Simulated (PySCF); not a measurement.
**Radial density of Mo⁺ (molybdenum, charge +1)**

LDA, [Kr] 4d5, high-spin 6S determinant. All numbers are calculated (PySCF 2.14, scalar relativity through the core potential, in aug-cc-pVDZ-PP with ECP28MDF). This is the valence pseudo-density: the core potential removes the inner electrons and smooths the orbitals near the nucleus.

```
r (bohr)  4πr²ρ (e/bohr)  4πr²(ρα − ρβ)
  0.0438       2.268e-05         0.0000
  0.0737       6.856e-05         0.0000
   0.124       0.0003625         0.0001
   0.208        0.004329         0.0011
   0.351          0.1014         0.0240
   0.590           2.402         0.3677
   0.992           10.71         2.1016
    1.67           5.864         2.6811
    2.81           1.014         0.9024
    4.72         0.06668         0.0664
    7.94       0.0004939         0.0005
```

Energies and moments cover only the electrons outside the core potential.
